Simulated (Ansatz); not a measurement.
`C[Si](C)(F)Cl` + HBr → `C[Si](C)(F)Br` + HCl  (ligand exchange at the Si–Cl bond)

Program: Ansatz. Geometries: PBE0-D4/def2-TZVP. ΔE: electronic, gas phase. CBS: MP2 limit from def2 TZ/QZ plus the TZ coupled-cluster correction, frozen cores. This one scheme is used for every species. DFT in def2-TZVPP. For Br outer-core shells are correlated without core-valence functions, which leaves a few kJ/mol of doubt a bond. Scalar relativity is left out up to krypton.

```csv
species,ωB97X-V energy (Eh)
`C[Si](C)(F)Cl`,-929.44845
HBr,-2574.52140
`C[Si](C)(F)Br`,-3043.21850
HCl,-460.74877
```

Work out ΔE.

ΔE = (-3043.21850) + (-460.74877) − (-929.44845) − (-2574.52140) = 0.00258 Eh = +6.8 kJ/mol. CCSD(T)/CBS gives +3.3 kJ/mol.

Largest T1 diagnostic among the species: 0.010.
